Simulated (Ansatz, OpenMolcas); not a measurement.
Predicting a hybrid from its neighbours: CH5AlO2

The species is CH5AlO2 (9 atoms), meant as a singlet with charge 0. SMILES: `C[Al](O)O`. The coordinates come from a PBE0-D4/def2-TZVP relaxation. This is one conformer, not always the lowest.

The vertical ionisation energy (to the doublet cation) y, in eV, basis def2-SVP; a is the functional's share of exact exchange. Programs: Ansatz 0.2.0, OpenMolcas 26.06.

| functional | program | a | y (eV) |
| --- | --- | --- | --- |
| PBE | Ansatz | 0 | 10.17 |
| TPSS | OpenMolcas | 0 | 10.21 |
| B3LYP | Ansatz | 0.2 | 10.66 |
| r2SCAN0 | Ansatz | 0.25 | ? |
| PBE0 | Ansatz | 0.25 | 10.75 |
| BHLYP | Ansatz | 0.5 | 11.00 |

Q: Fit y = c + s·a to the known rows and predict r2SCAN0.

A: 
1. Means of the 5 rows: a = 0.1900, y = 10.558.
2. Σ(Δa)² = 0.172, Σ(Δa·Δy) = 0.2894, so the slope is 0.2894/0.172 = 1.6826.
3. Intercept: 10.558 − (1.6826) × 0.1900 = 10.238. The largest residual of the fit is 0.091.
4. r2SCAN0: 10.238 + (1.6826) × 0.25 = 10.66 eV.

The run gave 10.89 eV, so the prediction is off by -0.23 eV, more than the largest residual. The rows mix families of semi-local functionals, which the line can't see.
